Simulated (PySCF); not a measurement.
Zr(Cl)(OH)(Me)2 (C2H7ClOZr), SMILES [Cl][Zr]([OH])([CH3])[CH3], multiplicity 1.

Coordinates come from a B3LYP-D3(BJ)/def2-SVP optimisation. The multiplicity is an assumed one; other spin states were not compared. The def2 effective core potentials stand for the cores of Zr; spin–orbit coupling is left out. One conformer was computed; it need not be the lowest.

Computed with B3LYP-D3(BJ)/def2-SVP (PySCF).

Frequencies are harmonic and unscaled.

Computed normal modes with their intensities:
```tsv
mode	ν (cm⁻¹)	IR (km/mol)	moving atoms (share of kinetic energy)
1	78	0.1	H 94 %
2	97	0.0	H 98 %
3	107	0.5	C 32 %, Cl 26 %, H 24 %, Zr 16 %
4	109	3.5	Cl 29 %, O 21 %, Zr 18 %, C 17 %, H 14 %
5	128	0.3	C 54 %, H 36 %
6	147	0.4	O 37 %, H 27 %, C 21 %, Zr 8 %
7	150	0.4	O 41 %, H 29 %, C 22 %, Zr 8 %
8	330	162.6	H 85 %, O 15 %
9	334	119.3	H 84 %, O 15 %
10	373	32.6	Cl 66 %, Zr 22 %, H 10 %
11	415	0.0	H 77 %, C 22 %
12	484	3.0	H 64 %, C 33 %
13	485	12.9	H 71 %, C 26 %
14	505	27.3	H 58 %, C 34 %
15	521	84.5	H 44 %, C 39 %, Zr 14 %
16	525	111.9	C 45 %, H 36 %, Zr 17 %
17	741	160.5	O 74 %, Zr 18 %
18	1159	11.9	H 77 %, C 22 %
19	1163	10.3	H 78 %, C 22 %
20	1395	6.1	H 94 %
21	1399	1.5	H 94 %
22	1402	7.1	H 94 %
23	1405	11.5	H 95 %
24	2988	0.0	H 97 %
25	2990	0.6	H 97 %
26	3078	0.2	H 91 %, C 9 %
27	3080	19.4	H 91 %, C 9 %
28	3086	9.0	H 91 %, C 9 %
29	3086	5.3	H 91 %, C 9 %
30	3953	311.7	H 94 %
```
